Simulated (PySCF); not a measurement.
C₄H₁₀Si, singlet, geometry from GFN2-xTB; PySCF with DF-B3LYP/6-31G.

PySCF was given this input:
```python
from pyscf import gto, scf, dft

mol = gto.Mole()
mol.atom = '''
    Si   -0.46648765    0.01022182   -0.51630102
    C    -1.02825057    1.63194164    0.30850230
    C    -1.21062286   -1.46632575    0.42792631
    C     1.42281338   -0.09942944   -0.49153551
    C     2.16198098   -0.11797340    0.60665913
    H    -0.91349101   -0.01764342   -1.92122404
    H    -2.11082664    1.71859368    0.31159718
    H    -0.63020816    2.49777648   -0.21213521
    H    -0.69111198    1.68810322    1.33976494
    H    -0.91935595   -2.41011428   -0.02320393
    H    -0.87764527   -1.48261762    1.46190785
    H    -2.29587834   -1.42488228    0.43305382
    H     1.93319385   -0.14989810   -1.44595996
    H     1.72051844   -0.07085885    1.58963044
    H     3.24010651   -0.18084248    0.58546966
'''
mol.basis = '6-31g'
mol.verbose = 4
mol.max_memory = 1800
mol.build()

mf = dft.RKS(mol)
mf.xc = 'b3lyp'
mf = mf.density_fit(auxbasis='def2-universal-jkfit')
mf.kernel()
```

What the program printed (banner, timings and long lists left out):

```
PySCF version 2.14.0

[INPUT] verbose = 4
[INPUT] num. atoms = 15
[INPUT] num. electrons = 48
[INPUT] charge = 0
[INPUT] spin (= nelec alpha-beta = 2S) = 0
[INPUT] symmetry False subgroup None
[INPUT] Mole.unit = angstrom
[INPUT] Symbol           X                Y                Z      unit          X                Y                Z       unit  Magmom
[INPUT]  1 Si    -0.466487650000   0.010221820000  -0.516301020000 AA   -0.881533898992   0.019316440295  -0.975667525634 Bohr   0.0
[INPUT]  2 C     -1.028250570000   1.631941640000   0.308502300000 AA   -1.943111964728   3.083922750874   0.582984855798 Bohr   0.0
[INPUT]  3 C     -1.210622860000  -1.466325750000   0.427926310000 AA   -2.287745645538  -2.770954076897   0.808663527396 Bohr   0.0
[INPUT]  4 C      1.422813380000  -0.099429440000  -0.491535510000 AA    2.688727614567  -0.187894410319  -0.928867494398 Bohr   0.0
[INPUT]  5 C      2.161980980000  -0.117973400000   0.606659130000 AA    4.085551938719  -0.222937415984   1.146419606667 Bohr   0.0
[INPUT]  6 H     -0.913491010000  -0.017643420000  -1.921224040000 AA   -1.726247826152  -0.033341231701  -3.630587259530 Bohr   0.0
[INPUT]  7 H     -2.110826640000   1.718593680000   0.311597180000 AA   -3.988884246036   3.247671374608   0.588833331387 Bohr   0.0
[INPUT]  8 H     -0.630208160000   2.497776480000  -0.212135210000 AA   -1.190920823866   4.720113467580  -0.400877448277 Bohr   0.0
[INPUT]  9 H     -0.691111980000   1.688103220000   1.339764940000 AA   -1.306012363606   3.190052755796   2.531788807894 Bohr   0.0
[INPUT] 10 H     -0.919355950000  -2.410114280000  -0.023203930000 AA   -1.737330956489  -4.554455918103  -0.043849072714 Bohr   0.0
[INPUT] 11 H     -0.877645270000  -1.482617620000   1.461907850000 AA   -1.658509194820  -2.801741249254   2.762605455852 Bohr   0.0
[INPUT] 12 H     -2.295878340000  -1.424882280000   0.433053820000 AA   -4.338581277921  -2.692637268946   0.818353116997 Bohr   0.0
[INPUT] 13 H      1.933193850000  -0.149898100000  -1.445959960000 AA    3.653206922194  -0.283266355593  -2.732468311487 Bohr   0.0
[INPUT] 14 H      1.720518440000  -0.070858850000   1.589630440000 AA    3.251308643864  -0.133903820002   3.003966170872 Bohr   0.0
[INPUT] 15 H      3.240106510000  -0.180842480000   0.585469660000 AA    6.122913918320  -0.341742758887   1.106377311642 Bohr   0.0

nuclear repulsion = 221.872916245468
number of shells = 47
number of NR pGTOs = 174
number of NR cGTOs = 69
basis = 6-31g
ecp = {}

******** <class 'pyscf.df.df_jk.DFRKS'> ********
method = DFRKS
initial guess = minao
damping factor = 0
level_shift factor = 0
DIIS = <class 'pyscf.scf.diis.CDIIS'>
diis_start_cycle = 1
diis_space = 8
diis_damp = 0
SCF conv_tol = 1e-09
SCF conv_tol_grad = None
SCF max_cycles = 50
direct_scf = False
XC library pyscf.dft.libxc version 7.1.2
    S. Lehtola, C. Steigemann, M. J. T. Oliveira, and M. A. L. Marques,  SoftwareX 7, 1–5 (2018)
XC functionals = b3lyp
    P. J. Stephens, F. J. Devlin, C. F. Chabalowski, and M. J. Frisch,  J. Phys. Chem. 98, 11623 (1994)
radial grids:
    Treutler-Ahlrichs [JCP 102, 346 (1995); DOI:10.1063/1.469408] (M4) radial grids

becke partition: Becke, JCP 88, 2547 (1988); DOI:10.1063/1.454033
pruning grids: <function nwchem_prune>
grids dens level: 3
symmetrized grids: False
atomic radii adjust function: <function treutler_atomic_radii_adjust>
small_rho_cutoff = 0
Set gradient conv threshold to 3.16228e-05
Initial guess from minao.
tot grids = 173736
******** <class 'pyscf.df.df.DF'> ********
auxbasis = def2-universal-jkfit
init E= -447.99678802618
  HOMO = -0.321406291429833  LUMO = -0.0885674719120628  gap/eV = 6.33587
cycle= 1 E= -447.790709706779  delta_E= 0.206  |g|= 0.54  |ddm|= 3.25
  HOMO = -0.195782595648945  LUMO = 0.0507089770325633  gap/eV = 6.70738
cycle= 2 E= -447.763796353644  delta_E= 0.0269  |g|= 0.614  |ddm|=  1.1
  HOMO = -0.262654289192613  LUMO = 0.00153450876352879  gap/eV = 7.18894
cycle= 3 E= -447.86988799344  delta_E= -0.106  |g|= 0.0356  |ddm|= 0.615
  HOMO = -0.264744630990529  LUMO = -0.000782797476174935  gap/eV = 7.18277
cycle= 4 E= -447.870124797021  delta_E= -0.000237  |g|= 0.0228  |ddm|= 0.054
  HOMO = -0.263724921238627  LUMO = 0.000140959736514734  gap/eV = 7.18016
cycle= 5 E= -447.870260351394  delta_E= -0.000136  |g|= 0.00596  |ddm|= 0.0255
  HOMO = -0.263361899340171  LUMO = 0.000543706705361524  gap/eV = 7.18124
cycle= 6 E= -447.870270670769  delta_E= -1.03e-05  |g|= 0.00129  |ddm|= 0.00745
  HOMO = -0.263543200956476  LUMO = 0.000390376585259755  gap/eV = 7.18200
cycle= 7 E= -447.87027118765  delta_E= -5.17e-07  |g|= 0.000124  |ddm|= 0.00194
  HOMO = -0.263527424722701  LUMO = 0.000406514710019845  gap/eV = 7.18201
cycle= 8 E= -447.870271192885  delta_E= -5.24e-09  |g|= 2.53e-05  |ddm|= 0.000247
  HOMO = -0.263530341032251  LUMO = 0.000403522356871022  gap/eV = 7.18201
cycle= 9 E= -447.87027119314  delta_E= -2.55e-10  |g|= 4.62e-06  |ddm|= 5.91e-05
  HOMO = -0.26352942760894  LUMO = 0.000404402359538203  gap/eV = 7.18201
Extra cycle  E= -447.870271193146  delta_E= -6.37e-12  |g|= 3.76e-06  |ddm|= 1.56e-05
converged SCF energy = -447.870271193146
```
